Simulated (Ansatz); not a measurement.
Relaxation of C2H9NOSi (14 atoms, charge 0, multiplicity 1), to a largest force component of 0.015 eV/Å in at most 40 steps.

These are results of RKS BHLYP/def2-SVP in Ansatz 0.2.0, not measurements.

```xyz
14
Properties=species:S:1:pos:R:3
N -1.927 0.825 -0.417
Si -0.958 -0.395 -0.935
C 0.392 -0.677 0.256
C 0.345 -2.037 1.104
O 1.401 -2.067 1.974
H -2.550 0.569 0.347
H -2.601 1.088 -1.175
H -0.414 -0.007 -2.280
H -1.827 -1.558 -0.995
H 0.433 0.122 1.019
H 1.398 -0.611 -0.234
H 0.437 -2.885 0.373
H -0.618 -2.117 1.545
H 2.256 -2.108 1.429
```

Question: Where does it end, and by what steps?

Answer: It converged. After 21 steps the energy has fallen by 0.815 eV; H9 moved furthest, 1.01 Å.

```json
{"step": "0", "energy less start (eV)": "0.0000", "largest force component (eV/Å)": "3.766", "accepted": "yes"}
{"step": "1", "energy less start (eV)": "-0.6133", "largest force component (eV/Å)": "1.590", "accepted": "yes"}
{"step": "2", "energy less start (eV)": "-0.7369", "largest force component (eV/Å)": "0.361", "accepted": "yes"}
{"step": "3", "energy less start (eV)": "-0.7391", "largest force component (eV/Å)": "0.363", "accepted": "yes"}
{"step": "4", "energy less start (eV)": "-0.7527", "largest force component (eV/Å)": "0.526", "accepted": "yes"}
{"step": "5", "energy less start (eV)": "-0.7640", "largest force component (eV/Å)": "0.076", "accepted": "yes"}
{"step": "6", "energy less start (eV)": "-0.7678", "largest force component (eV/Å)": "0.129", "accepted": "yes"}
{"step": "7", "energy less start (eV)": "-0.7681", "largest force component (eV/Å)": "0.284", "accepted": "yes"}
{"step": "8", "energy less start (eV)": "-0.7774", "largest force component (eV/Å)": "0.224", "accepted": "yes"}
{"step": "9", "energy less start (eV)": "-0.7879", "largest force component (eV/Å)": "0.147", "accepted": "yes"}
{"step": "10", "energy less start (eV)": "-0.7917", "largest force component (eV/Å)": "0.429", "accepted": "yes"}
{"step": "11", "energy less start (eV)": "-0.8028", "largest force component (eV/Å)": "0.186", "accepted": "yes"}
{"step": "12", "energy less start (eV)": "-0.8076", "largest force component (eV/Å)": "0.077", "accepted": "yes"}
{"step": "13", "energy less start (eV)": "-0.7953", "largest force component (eV/Å)": "0.307", "accepted": "no"}
{"step": "14", "energy less start (eV)": "-0.8086", "largest force component (eV/Å)": "0.023", "accepted": "yes"}
{"step": "15", "energy less start (eV)": "-0.8119", "largest force component (eV/Å)": "0.018", "accepted": "yes"}
{"step": "16", "energy less start (eV)": "-0.8124", "largest force component (eV/Å)": "0.226", "accepted": "yes"}
{"step": "17", "energy less start (eV)": "-0.8143", "largest force component (eV/Å)": "0.048", "accepted": "yes"}
{"step": "18", "energy less start (eV)": "-0.8147", "largest force component (eV/Å)": "0.037", "accepted": "yes"}
{"step": "19", "energy less start (eV)": "-0.8150", "largest force component (eV/Å)": "0.029", "accepted": "yes"}
{"step": "20", "energy less start (eV)": "-0.8151", "largest force component (eV/Å)": "0.032", "accepted": "yes"}
{"step": "21", "energy less start (eV)": "-0.8152", "largest force component (eV/Å)": "0.014", "accepted": "yes"}
```

```xyz
14
Properties=species:S:1:pos:R:3
N -2.141 0.384 -0.224
Si -0.850 -0.363 -1.094
C 0.573 -0.783 0.061
C 0.238 -1.727 1.204
O 1.309 -1.947 2.076
H -2.651 -0.117 0.485
H -2.744 1.040 -0.694
H -0.404 0.616 -2.113
H -1.236 -1.615 -1.807
H 0.969 0.151 0.476
H 1.372 -1.219 -0.555
H -0.148 -2.678 0.804
H -0.560 -1.298 1.818
H 2.041 -2.302 1.576
```

Run time: 87 s on 2 threads of Arm Neoverse V1, on a shared host, peak memory 0.28 GiB.
